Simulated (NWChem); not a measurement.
System: C2H4O3Si; SMILES O=C1OCO[SiH2]1

NWChem input:

```
start job
memory heap 200 mb stack 900 mb global 1100 mb
geometry units angstroms noautosym nocenter noautoz
  O     -0.274102     2.225480     0.000000
  C     -0.046770     1.039713     0.000000
  O      1.248010     0.552500     0.000000
  C      1.391874    -0.874829     0.000000
  O      0.160516    -1.557022     0.000000
  Si    -1.181458    -0.522637     0.000000
  H      1.974661    -1.147049    -0.908664
  H      1.974661    -1.147049     0.908664
  H     -2.018938    -0.671237     1.233433
  H     -2.018938    -0.671237    -1.233433
end
basis spherical
  * library def2-svp
end
dft
  xc hfexch
  iterations 150
end
property
  efieldgrad
end
task dft property
```

Output (shortened):

```
             Northwest Computational Chemistry Package (NWChem) 7.3.0
             --------------------------------------------------------

                             Geometry "geometry" -> ""
                             -------------------------

 Output coordinates in angstroms (scale by  1.889725989 to convert to a.u.)

  No.       Tag          Charge          X              Y              Z
 ---- ---------------- ---------- -------------- -------------- --------------
    1 O                    8.0000    -0.27410200     2.22548000     0.00000000
    2 C                    6.0000    -0.04677000     1.03971300     0.00000000
    3 O                    8.0000     1.24801000     0.55250000     0.00000000
    4 C                    6.0000     1.39187400    -0.87482900     0.00000000
    5 O                    8.0000     0.16051600    -1.55702200     0.00000000
    6 Si                  14.0000    -1.18145800    -0.52263700     0.00000000
    7 H                    1.0000     1.97466100    -1.14704900    -0.90866400
    8 H                    1.0000     1.97466100    -1.14704900     0.90866400
    9 H                    1.0000    -2.01893800    -0.67123700     1.23343300
   10 H                    1.0000    -2.01893800    -0.67123700    -1.23343300

 Effective nuclear repulsion energy (a.u.)     301.1915722369

  xc_inp: hfexch multiplicative factor not found.
                              NWChem Property Module
                              ----------------------

  itol2e modified to match energy
  convergence criterion.

                                 NWChem DFT Module
                                 -----------------

 Summary of "ao basis" -> "ao basis" (spherical)
 ------------------------------------------------------------------------------
       Tag                 Description            Shells   Functions and Types
 ---------------- ------------------------------  ------  ---------------------
 O                          def2-svp                 6       14   3s2p1d
 C                          def2-svp                 6       14   3s2p1d
 Si                         def2-svp                 8       18   4s3p1d
 H                          def2-svp                 3        5   2s1p

  itol2e modified to match energy
  convergence criterion.

            General Information
            -------------------
          SCF calculation type: DFT
          Wavefunction type:  closed shell.
          No. of atoms     :    10
          No. of electrons :    54
           Alpha electrons :    27
            Beta electrons :    27
          Charge           :     0
          Spin multiplicity:     1
          Use of symmetry is: off; symmetry adaption is: off
          Maximum number of iterations: 150
          AO basis - number of functions:   108
                     number of shells:    50
          Convergence on energy requested:  1.00D-07
          Convergence on density requested:  1.00D-05
          Convergence on gradient requested:  5.00D-04

              XC Information
              --------------
                     Hartree-Fock (Exact) Exchange  1.000

      Superposition of Atomic Density Guess
      -------------------------------------

 Sum of atomic energies:        -590.05874304

      Non-variational initial energy
      ------------------------------

 Total energy =    -592.586453
 1-e energy   =   -1412.071697
 2-e energy   =     518.293672
 HOMO         =      -0.322041
 LUMO         =      -0.001318

[...]

          -----------------------
          Electric field gradient
          -----------------------

 1 a.u. = 0.324123 10**(16) esu/cm**3  ( or statvolts/cm**2 ) = 0.97174 10**(22) v/m**2

 ------------------------------------------------------------
   Atom      X         Y         Z
 ------------------------------------------------------------
    1 O   -0.51798   4.20555   0.00000
 ------------------------------------------------------------

 Electric field gradient in molecular frame (a.u.)
         XX             YY             ZZ             XY             XZ             YZ
 ------------------------------------------------------------------------------------------
        1.718566      -0.528657      -1.189909       0.517812       0.000000      -0.000000

 Principal components (a.u.) and orientation
 of principal axis w.r.t. absolute frame                      Asymmetry parameter eta
 --------------------------------------------------------------------------------------
        1.832142      -1.189909      -0.642233                       0.298926

        0.976780       0.000000      -0.214245
        0.214245       0.000000       0.976780
        0.000000       1.000000       0.000000

 ------------------------------------------------------------
   Atom      X         Y         Z
 ------------------------------------------------------------
    2 C   -0.08838   1.96477   0.00000
 ------------------------------------------------------------

 Electric field gradient in molecular frame (a.u.)
         XX             YY             ZZ             XY             XZ             YZ
 ------------------------------------------------------------------------------------------
        0.020295       0.488266      -0.508561       0.187476       0.000000       0.000000

 Principal components (a.u.) and orientation
 of principal axis w.r.t. absolute frame                      Asymmetry parameter eta
 --------------------------------------------------------------------------------------
        0.554108      -0.508561      -0.045547                       0.835602

        0.331361       0.000000       0.943504
        0.943504       0.000000      -0.331361
        0.000000       1.000000       0.000000

 ------------------------------------------------------------
   Atom      X         Y         Z
 ------------------------------------------------------------
    3 O    2.35840   1.04407   0.00000
 ------------------------------------------------------------

 Electric field gradient in molecular frame (a.u.)
         XX             YY             ZZ             XY             XZ             YZ
 ------------------------------------------------------------------------------------------
       -0.320163      -1.016352       1.336515       0.940380      -0.000000      -0.000000

 Principal components (a.u.) and orientation
 of principal axis w.r.t. absolute frame                      Asymmetry parameter eta
 --------------------------------------------------------------------------------------
       -1.670996       1.336515       0.334481                       0.599663

       -0.571339       0.000000       0.820714
        0.820714       0.000000       0.571339
        0.000000       1.000000       0.000000

 ------------------------------------------------------------
   Atom      X         Y         Z
 ------------------------------------------------------------
    4 C    2.63026  -1.65319   0.00000
 ------------------------------------------------------------

 Electric field gradient in molecular frame (a.u.)
         XX             YY             ZZ             XY             XZ             YZ
 ------------------------------------------------------------------------------------------
       -0.074548      -0.347576       0.422124      -0.126645      -0.000000      -0.000000

 Principal components (a.u.) and orientation
 of principal axis w.r.t. absolute frame                      Asymmetry parameter eta
 --------------------------------------------------------------------------------------
        0.422124      -0.397274      -0.024850                       0.882262

        0.000000       0.365301       0.930889
        0.000000       0.930889      -0.365301
        1.000000       0.000000       0.000000

 ------------------------------------------------------------
   Atom      X         Y         Z
 ------------------------------------------------------------
    5 O    0.30333  -2.94234   0.00000
 ------------------------------------------------------------

 Electric field gradient in molecular frame (a.u.)
         XX             YY             ZZ             XY             XZ             YZ
 ------------------------------------------------------------------------------------------
       -1.532128       0.229410       1.302718      -0.474846       0.000000      -0.000000

 Principal components (a.u.) and orientation
 of principal axis w.r.t. absolute frame                      Asymmetry parameter eta
 --------------------------------------------------------------------------------------
       -1.651975       1.302718       0.349257                       0.577164

        0.969594       0.000000      -0.244718
        0.244718       0.000000       0.969594
        0.000000       1.000000       0.000000

 ------------------------------------------------------------
   Atom      X         Y         Z
 ------------------------------------------------------------
    6 Si  -2.23263  -0.98764   0.00000
 ------------------------------------------------------------

 Electric field gradient in molecular frame (a.u.)
         XX             YY             ZZ             XY             XZ             YZ
 ------------------------------------------------------------------------------------------
        0.075304      -0.394049       0.318745       0.340918      -0.000000       0.000000

[...]
```

Level: Hartree-Fock/def2-SVP. The geometry was optimised at PBE-D3(BJ)/def2-SVP. NWChem prints the field gradient with the sign opposite to the second derivative of the potential.
